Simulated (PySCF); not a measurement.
Isomers of C8H13FSi, mass 156.077 u with the commonest isotopes. Computed with PBE0/pcSseg-1 in PySCF (dipole) on a GFN2-xTB geometry, gas phase. One conformer each, none proved a minimum here; rigid rotors.

Question: Order these by dipole moment, smallest first.
A. `[CH3:1][C@@H:2]([F:3])[C:4]1=[CH:5][SiH2:6][CH2:7][CH:8]=[CH:9][CH2:10]1` with C1–C2–C4–C5 -102°, C4–C5–Si6–C7 -8°, C5–Si6–C7–C8 -44°, Si6–C7–C8–C9 67°, C8–C9–C10–C4 -81°
B. `[CH:1]#[C:2][CH2:3][C@:4]([F:5])([SiH2:6][CH3:7])[CH:8]1[CH2:9][CH2:10]1` with C2–C3–C4–F5 179°, C3–C4–Si6–C7 171°, C3–C4–C8–C9 -79°
C. `[CH3:1][CH2:2][CH2:3][C:4]#[C:5][CH2:6][Si@@H:7]1[CH2:8][C@@H:9]1[F:10]` with C1–C2–C3–C4 63°, C5–C6–Si7–C8 -178°
D. `[CH:1]#[C:2][CH2:3][C@@:4]([F:5])([SiH2:6][CH3:7])[C:8](=[CH2:9])[CH3:10]` with C2–C3–C4–F5 73°, C3–C4–Si6–C7 -65°, C3–C4–C8–C9 130°

Answer: B (1.22 D), D (1.76 D), C (1.88 D), A (2.09 D).

Question: Order these by rotational constant B, largest first.
A. `[CH:1]#[C:2][CH2:3][C@:4]([F:5])([SiH2:6][CH3:7])[CH:8]1[CH2:9][CH2:10]1` with C2–C3–C4–F5 179°, C3–C4–Si6–C7 171°, C3–C4–C8–C9 -79°
B. `[CH:1]#[C:2][CH2:3][C@@:4]([F:5])([SiH2:6][CH3:7])[C:8](=[CH2:9])[CH3:10]` with C2–C3–C4–F5 73°, C3–C4–Si6–C7 -65°, C3–C4–C8–C9 130°
C. `[CH3:1][C@@H:2]([F:3])[C:4]1=[CH:5][SiH2:6][CH2:7][CH:8]=[CH:9][CH2:10]1` with C1–C2–C4–C5 -102°, C4–C5–Si6–C7 -8°, C5–Si6–C7–C8 -44°, Si6–C7–C8–C9 67°, C8–C9–C10–C4 -81°
D. `[CH3:1][CH2:2][CH2:3][C:4]#[C:5][CH2:6][Si@@H:7]1[CH2:8][C@@H:9]1[F:10]` with C1–C2–C3–C4 63°, C5–C6–Si7–C8 -178°

Answer: A (1019 MHz), B (856.8 MHz), C (773.7 MHz), D (410.2 MHz).

Question: Order these by rotational constant A, largest first.
A. `[CH:1]#[C:2][CH2:3][C@@:4]([F:5])([SiH2:6][CH3:7])[C:8](=[CH2:9])[CH3:10]` with C2–C3–C4–F5 73°, C3–C4–Si6–C7 -65°, C3–C4–C8–C9 130°
B. `[CH3:1][C@@H:2]([F:3])[C:4]1=[CH:5][SiH2:6][CH2:7][CH:8]=[CH:9][CH2:10]1` with C1–C2–C4–C5 -102°, C4–C5–Si6–C7 -8°, C5–Si6–C7–C8 -44°, Si6–C7–C8–C9 67°, C8–C9–C10–C4 -81°
C. `[CH3:1][CH2:2][CH2:3][C:4]#[C:5][CH2:6][Si@@H:7]1[CH2:8][C@@H:9]1[F:10]` with C1–C2–C3–C4 63°, C5–C6–Si7–C8 -178°
D. `[CH:1]#[C:2][CH2:3][C@:4]([F:5])([SiH2:6][CH3:7])[CH:8]1[CH2:9][CH2:10]1` with C2–C3–C4–F5 179°, C3–C4–Si6–C7 171°, C3–C4–C8–C9 -79°

Answer: C (2237 MHz), B (1920 MHz), A (1515 MHz), D (1238 MHz).

```tsv
SMILES	point group	Ia (u·Å²)	Ib (u·Å²)	Ic (u·Å²)	κ	μa (D)	μb (D)	μc (D)
C#CC[C@](F)([SiH2]C)C1CC1	C1	408.39	496.11	691.78	0.14	0.08	0.03	1.21
C[C@@H](F)C1=C[SiH2]CC=CC1	C1	263.21	653.17	829.59	-0.75	0.49	2.01	0.28
CCCC#CC[Si@@H]1C[C@@H]1F	C1	225.89	1232.04	1283.69	-0.98	1.16	0.71	1.30
C#CC[C@@](F)([SiH2]C)C(=C)C	C1	333.54	589.86	700.42	-0.66	0.65	0.15	1.63
```
